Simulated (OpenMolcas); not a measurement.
Xe VI: effect of the IPEA shift

```
Program             : OpenMolcas 26.06
Basis               : ANO-RCC-VTZP [7s6p4d2f1g]
Scalar Hamiltonian  : DKH2, point nucleus
Active space        : 3 electrons in 9 orbitals (RAS2 5s 5p; RAS3 5d, at most 2 electrons)
State averaging     : 2S+1 = 4 odd, 1 root; 2S+1 = 2 odd, 11 roots; 2S+1 = 4 even, 3 roots; 2S+1 = 2 even, 9 roots
Spin-orbit coupling : RASSI with atomic mean-field integrals over the reference wave functions, term energies averaged over their components
```

Methods on the same reference wave functions:
A. RASSCF
B. MS-RASPT2, IPEA 0 Eh, imaginary shift 0.1 Eh (closed shells correlated: 4d)
C. MS-RASPT2, IPEA 0.25 Eh, imaginary shift 0.1 Eh (closed shells correlated: 4d)

Energies in eV above 5s2 5p 2P* 1/2, the measured ground level; measured values from Saloman, J. Phys. Chem. Ref. Data 33, 765 (2004).

```json
{"Level": "5s2 5p 2P* 1/2", "A": "0.0000", "B": "0.0000", "C": "0.0000", "Measured": "0.0000"}
{"Level": "5s2 5p 2P* 3/2", "A": "1.6982", "B": "1.709", "C": "1.709", "Measured": "1.9340"}
{"Level": "5s 5p2 4P 1/2", "A": "10.6794", "B": "11.463", "C": "11.480", "Measured": "11.4792"}
{"Level": "5s 5p2 4P 3/2", "A": "11.4686", "B": "12.288", "C": "12.302", "Measured": "12.4453"}
{"Level": "5s 5p2 4P 5/2", "A": "12.2939", "B": "13.079", "C": "13.095", "Measured": "13.2917"}
{"Level": "5s 5p2 2D 3/2", "A": "15.1154", "B": "15.338", "C": "15.389", "Measured": "15.4819"}
{"Level": "5s 5p2 2D 5/2", "A": "15.4418", "B": "15.744", "C": "15.790", "Measured": "16.0225"}
```

Deviations, from unrounded energies. A percentage is the sum of absolute deviations over the sum of measured energies, with the sign that they share, or ± where signs differ.

| Against measurement | Levels | A | B | C |
| --- | --- | --- | --- | --- |
| mean absolute deviation (cm-1) | 6 | 5300 | 1400 | 1200 |
| fine structure of the ground term (%) | 1 | -12.2 | -11.6 | -11.6 |
| other configurations (%) | 5 | -5.4 | -1.2 | ±1.0 |

C lies closest to measurement on these levels and A furthest from it. The largest miss of C in the table is 5s 5p2 2D 5/2, by -1900 cm-1. The ranking rests on the paired levels alone, and a cruder setting can come out closer through cancelling errors.

Between B and C the level of the table that moves most is 5s 5p2 2D 3/2, by 410 cm-1 (lowest in B, highest in C). Moves below CASPT2's spread within the term are not significant.

The lowest spin-free term lies below A's lowest term by 0.441 hartree in B, 0.440 hartree in C.

CASPT2 does not keep the components of a term degenerate, so their means are used; among the terms shown or strongly mixed into the levels shown the widest spread is 20 cm-1 (5s 5p2 2D, C). Active for correlation alone: 5d; no level in the range computed is led by a configuration that fills it, so any true level of that kind is missing. Measured partners are found by configuration, term and J. A level has none where our copy of the source lacks it or the pairing is in doubt (some pairs that miss far off the trend of their configuration count as doubtful), and it then counts in no deviation. Only configurations of the active space appear. The table leaves out levels that lie high or whose names do not pair safely across all columns.

* marks odd parity.
